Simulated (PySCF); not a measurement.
## How methods differ on the ionisation energy of Re⁵⁷⁺

Re⁵⁷⁺ [Ar] (1S) → Re⁵⁸⁺ [Ne] 3s2 3p5 (2P), as a difference of total energies. All numbers are calculated (PySCF 2.14, scalar relativity by spin-free X2C-1e, in an even-tempered Gaussian basis (17 s from 15 bohr⁻², ratio 2.5; 12 p from 20 bohr⁻², ratio 2.5; 4 d from 81 bohr⁻², ratio 2.7; 4 f from 120 bohr⁻², ratio 2.7)). Correlated levels: outer shells: 1s2 frozen; virtual orbitals above 40 to 60 times the deepest correlated orbital energy dropped. The calculations carry no spin-orbit coupling.

```csv
method,ionisation energy (eV)
UHF,6038.0
LDA,6038.3
PBE,6039.2
PBE0,6039.4
r2SCAN,6040.6
M06-2X,6040.3
TPSSh,6039.5
MP2 (outer shells),6039.1
SCS-MP2 (outer shells),6038.9
```

A first-order spin-orbit estimate (lowest level to lowest level, LS coupling) adds -114.3 eV.

Breit and QED terms and the two-electron picture change are absent.

For comparison: 5919 ± 6 eV (theoretical estimate listed by NIST; NIST Atomic Spectra Database, ionization energies).
